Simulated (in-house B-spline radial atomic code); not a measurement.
## Binding energies in the ruthenium ion Ru⁶⁺

NIST's tabulated ground configuration is [Kr] 4d2; each binding energy is the energy of the ion with one electron taken from that subshell, relaxed, less that of the parent. Level of theory: Dirac-Hartree-Fock, average of configuration, Fermi nucleus of rms radius 4.4809 fm; calculated with a B-spline radial code for spherical atoms. Energies include first-order Breit, QED and recoil terms.

```csv
subshell,X-ray name,binding energy (eV),-ε (eV),relaxation (eV)
1s,K,22224.5,22343.2,55.3
2s,L1,3339,3371.7,26.6
2p1/2,L2,3076.7,3112.3,29.6
2p3/2,L3,2947.7,2980.6,28.7
3s,M1,694.8,703.8,8.0
3p1/2,M2,592.6,601.8,8.3
3p3/2,M3,570.1,578.6,8.0
4s,N1,178.6,180.0,1.2
4p1/2,N2,143.5,144.8,1.1
4p3/2,N3,139.7,140.8,1.1
4d,"N4,5",91.69,92.32,0.64
```

Relaxation = -ε minus the binding energy without Breit, QED and recoil terms.

Emission lines follow as differences of binding energies, with λ = 12398.42 eV·Å / E:

```csv
line,holes,energy (eV),wavelength (Å)
K-L3,1s → 2p3/2,19276.8,0.64318
K-L2,1s → 2p1/2,19147.8,0.64751
K-M3,1s → 3p3/2,21654.4,0.57256
L1-M3,2s → 3p3/2,2768.9,4.4777
L3-M1,2p3/2 → 3s,2252.9,5.5033
```

What screening constant σ does Moseley's law, E = (3/4)·13.6057 eV·(Z - σ)², need for K-L3?

σ = 0.54.

Moseley's non-relativistic formula needs a falling, then negative, screening constant for heavy elements, because relativity binds the 1s electron more strongly than the formula allows.

What does it cost to remove both a 2p3/2 and a 3s electron?

3696.2 eV, which is 53.65 eV more than the two single binding energies together.

What does it cost to remove both a 2p3/2 and a 4p1/2 electron?

3117.4 eV, which is 26.18 eV more than the two single binding energies together.

What does it cost to remove both a 3s and a 4p1/2 electron?

863.1 eV, which is 24.75 eV more than the two single binding energies together.
